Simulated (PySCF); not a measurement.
From results back to the method.

C₅H₁₀N₃ (charge +1).
SMILES: `Cc1nn(C)cc1[NH3+]`

The closed-shell ground state was solved 7 times with PySCF (density fitting, gas phase), always with PBE0, in these basis sets: 6-311+G(2d,p), 6-31G*, STO-3G, cc-pVDZ, def2-SVP, def2-TZVP and pcSseg-1. Geometry: PBE0-D3(BJ)/def2-SVP; no solvent, vibrations or thermal averaging.

| row | total energy (Eh) | HOMO (eV) | LUMO (eV) |
| --- | --- | --- | --- |
| P | -360.1179 | -11.18 | -4.02 |
| Q | -360.0775 | -11.38 | -4.70 |
| R | -360.2247 | -11.31 | -5.02 |
| S | -355.7042 | -9.94 | -1.43 |
| T | -360.2546 | -11.31 | -4.77 |
| U | -359.8687 | -11.33 | -4.39 |
| V | -360.1514 | -11.22 | -4.42 |

Which basis belongs to which row?

P = 6-31G*, Q = pcSseg-1, R = 6-311+G(2d,p), S = STO-3G, T = def2-TZVP, U = def2-SVP, V = cc-pVDZ. From the lowest total energy up: def2-TZVP (308 functions) 0 eV; 6-311+G(2d,p) (276 functions) +0.81 eV; cc-pVDZ (162 functions) +2.81 eV; 6-31G* (132 functions) +3.72 eV; pcSseg-1 (186 functions) +4.82 eV; def2-SVP (162 functions) +10.50 eV; STO-3G (50 functions) +123.82 eV.
